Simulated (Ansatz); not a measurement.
Program: Ansatz. Geometries: PBE0-D4/def2-TZVP. ΔE: electronic, gas phase. CBS: MP2 limit from def2 TZ/QZ plus the TZ coupled-cluster correction, frozen cores. This one scheme is used for every species. Elements past krypton have def2 core potentials. For Sn outer-core shells are correlated without core-valence functions, which leaves a few kJ/mol of doubt a bond. One conformer a species, not always the lowest.

Consider the ligand exchange at the Sn–O bond: `C[O][Sn][OH]` + HCl → `[OH][Sn][Cl]` + CH₃OH.

```
       species  CCSD(T)/CBS(def2) energy (Eh)
`C[O][Sn][OH]`                     -404.87801
           HCl                     -460.38127
`[OH][Sn][Cl]`                     -749.66523
         CH₃OH                     -115.61712
```

Problem. Work out ΔE.

Solution. ΔE = (-749.66523) + (-115.61712) − (-404.87801) − (-460.38127) = -0.02307 Eh = -14.5 kcal/mol.

Largest T1 diagnostic among the species: 0.017.

From PBE to PBE0 (25 % exact exchange), in def2-TZVPP and without D4, ΔE moves by −1.4 kcal/mol. The D4 term adds +1.2 kcal/mol with B3LYP and +0.7 kcal/mol with PBE0; it sums over pairs of atoms, weighted by their polarisabilities, and B3LYP, whose exchange is more repulsive, gets the larger term.

B3LYP here is the variant with VWN-RPA as its local correlation; programs differ in this.
